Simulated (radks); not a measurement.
Q: Sn I, configuration [Kr] 4d9.5 5s2 5p2 6s0.5 (fractional occupations, a model configuration). Calculated with a radial shooting solver on a logarithmic mesh with Libxc functionals: scalar-relativistic Kohn-Sham, BLYP, spin-polarised, spherical densities, point nucleus; open shells are filled with parallel spins first (spin-orbit coupling, left out, can overturn this in heavy ions). Some entries of the table are withheld. Estimate them.

orbital,occ.,eigenvalue (hartree),<r^2> (bohr^2),<1/r> (bohr^-1)
1s up,1,-1066.625,0.001143,53.09
1s down,1,-1066.624,0.001143,53.09
2s up,1,-161.2033,0.01857,12.11
2s down,1,-161.1979,0.01857,12.11
2p up,3,-144.7451,0.01466,11.65
2p down,3,-144.7402,0.01466,11.65
3s up,1,-31.26221,0.1317,4.301
3s down,1,-31.25847,0.1317,4.301
3p up,3,-25.88580,0.1324,4.095
3p down,3,-25.88155,0.1324,4.095
3d up,5,-17.60706,0.1175,3.865
3d down,5,-17.60139,0.1175,3.865
4s up,1,-5.11383,0.7543,1.701
4s down,1,-5.09398,0.7542,1.701
4p up,3,-3.48355,0.8899,1.545
4p down,3,-3.46354,0.8893,1.545
4d up,5,-1.12332,1.397,1.231
4d down,4.5,-1.10142,1.386,1.234
5s up,1,-0.49685,5.994,0.5619
5s down,1,-0.45555,6.022,0.5639
5p up,2,(1),10.08,(2)
5p down,0,(3),10.72,(4)
6s up,0.5,(5),65.14,0.1667

A: 
(1) 5p up eigenvalue (hartree): -0.21815
(2) 5p up <1/r> (bohr^-1): 0.4335
(3) 5p down eigenvalue (hartree): -0.17849
(4) 5p down <1/r> (bohr^-1): 0.4250
(5) 6s up eigenvalue (hartree): -0.04504
